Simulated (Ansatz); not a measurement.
`O[SiH](F)O[SiH2]F` + `CO[SiH2]N` → `CO[SiH2]N[SiH2]F` + `O[SiH](O)F`  (ligand exchange at the Si–O bond)

Isolated molecules relaxed with PBE0-D4/def2-TZVP in Ansatz; ΔE leaves out vibrations. CCSD(T)/CBS adds triple-zeta CCSD(T) − MP2 to the extrapolated MP2 energy (def2 sets, frozen cores). This one scheme is used for every species. Functionals use def2-TZVPP. B3LYP here is the variant with VWN-RPA as its local correlation; programs differ in this. Each species was taken in one conformer, which may not be the lowest.

```
             level  ΔE (kJ/mol)  difference from CCSD(T)/CBS
         r2SCAN-D4         50.1                         -0.5
           PBE0-D4         46.7                         -3.9
          B3LYP-D4         53.3                          2.7
           ωB97X-V         50.6                          0.0
           ωB97M-V         49.8                         -0.8
            B2PLYP         53.3                          2.7
               PBE         44.6                         -6.0
            r2SCAN         50.2                         -0.4
              PBE0         47.1                         -3.5
             B3LYP         54.3                          3.7
     HF/def2-TZVPP         63.4                         12.8
    MP2/def2-TZVPP         49.7                         -0.9
CCSD(T)/def2-TZVPP         49.9                         -0.7
SCS-MP2/def2-QZVPP         53.2                          2.6
      HF/CBS(def2)         65.3                         14.7
     MP2/CBS(def2)         50.3                         -0.3
       CCSD(T)/CBS         50.6                            0
```

Largest T1 diagnostic among the species: 0.012.

In def2-TZVPP, CCSD(T) changes the Hartree–Fock value by −13.5 kJ/mol (the triples alone add −2.1 kJ/mol) and MP2 by −13.8 kJ/mol.
